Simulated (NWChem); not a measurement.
System: C2H4N2Si; SMILES N#C/N=C\[SiH3]

```xyz
9

N     -0.9506    -2.2635     0.0002
C     -0.0297    -1.5506     0.0001
N      1.0966    -0.8385     0.0001
C      1.0830     0.4450    -0.0006
Si    -0.4666     1.5719    -0.0019
H      2.0834     0.9092    -0.0003
H     -1.2614     1.2828     1.2258
H      0.0033     2.9855    -0.0084
H     -1.2669     1.2729    -1.2235
```
Atoms are numbered in this order, from 1.

Results from NWChem. The geometry was optimised at PBE0/def2-SVP.

```csv
atom,ESP charge (e),Mulliken charge (e)
N1,-0.518,0.09
C2,0.609,-0.19
N3,-0.467,-0.09
C4,0.240,-0.11
Si5,0.284,0.41
H6,0.040,0.07
H7,-0.056,-0.05
H8,-0.079,-0.07
H9,-0.055,-0.05
```

**Question.** Find the dipole moment that each set of point charges gives, and compare with the B3LYP/def2-SVP density's own.

**Answer.** 
1. μ = Σ q r × 4.8032 D/(e Å). ESP charges give (1.50, 4.00, -0.01) D, of length 4.27 D.
2. Mulliken charges give (-1.04, 2.33, 0.00) D, of length 2.6 D.
3. The density's dipole is 4.21 D: the ESP set is off by 0.06 D in length and the Mulliken set by 1.7 D. ESP charges are fitted to the potential outside the molecule; Mulliken charges are a partition of the basis functions.
